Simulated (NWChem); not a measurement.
System meant: GeH3F; SMILES [F][GeH3]

The following NWChem deck was run.

```
start job
memory heap 200 mb stack 900 mb global 1100 mb
geometry units angstroms noautoz
  Ge     0.000000     0.000000    -0.277536
  F      0.000000     0.000000     1.466374
  H     -0.433158    -1.406379    -0.717041
  H      1.434539     0.328063    -0.717041
  H     -1.001381     1.078316    -0.717041
end
basis spherical
  * library def2-svp
end
dft
  xc b3lyp
  iterations 4
  mulliken
end
task dft energy
```

End of the output:

```
    Atom       Charge   Shell Charges
 -----------   ------   -------------------------------------------------------
    1 Ge  32    31.56   2.00  2.00  1.93  0.75  0.35  5.99  5.82  1.34  0.97  7.81  2.05  0.55
    2 F    9     9.24   1.98  1.02  0.78  3.21  2.25  0.00
    3 H    1     1.07   0.62  0.42  0.03
    4 H    1     1.07   0.62  0.42  0.03
    5 H    1     1.07   0.62  0.42  0.03

 center of mass
 --------------
 x =  -0.00000000 y =  -0.00000000 z =   0.00893709

 moments of inertia (a.u.)
 ------------------
         182.461392349201           0.000000000000          -0.000000000000
           0.000000000000         182.461392349201          -0.000000000000
          -0.000000000000          -0.000000000000          23.381258954140

     Multipole analysis of the density
     ---------------------------------

     L   x y z        total         alpha         beta         nuclear
     -   - - -        -----         -----         ----         -------
     0   0 0 0     -0.000000    -22.000000    -22.000000     44.000000

     1   1 0 0     -0.000000      0.000000      0.000000     -0.000000
     1   0 1 0      0.000000      0.000000      0.000000     -0.000000
     1   0 0 1     -0.811480     -0.405740     -0.405740      0.000000

     2   2 0 0    -17.683985    -14.641923    -14.641923     11.599861
     2   1 1 0     -0.000000     -0.000000     -0.000000     -0.000000
     2   1 0 1     -0.000000     -0.000000     -0.000000      0.000000
     2   0 2 0    -17.683985    -14.641923    -14.641923     11.599861
     2   0 1 1     -0.000000     -0.000000     -0.000000      0.000000
     2   0 0 2    -19.444971    -51.241501    -51.241501     83.038031

 ------------------------------------------------------------------------
 dft energy failed                                                                                  0
 ------------------------------------------------------------------------
 ------------------------------------------------------------------------
  current input line :
    18: task dft energy
 ------------------------------------------------------------------------
 ------------------------------------------------------------------------
 This type of error is most commonly associated with calculations not reaching convergence criteria
 ------------------------------------------------------------------------
 For more information see the NWChem manual at https://nwchemgit.github.io

0:dft energy failed:Received an Error in Communication
```

Can this run be used? If not, why, and what is the fix?

The run did not converge; its last values are not results. Cause: the SCF was allowed too few iterations. This input runs:
```
start job
memory heap 200 mb stack 900 mb global 1100 mb
geometry units angstroms noautoz
  Ge     0.000000     0.000000    -0.277536
  F      0.000000     0.000000     1.466374
  H     -0.433158    -1.406379    -0.717041
  H      1.434539     0.328063    -0.717041
  H     -1.001381     1.078316    -0.717041
end
basis spherical
  * library def2-svp
end
dft
  xc b3lyp
  iterations 150
  mulliken
end
task dft energy
```
It converges to -2178.37248 Ha (B3LYP/def2-SVP).
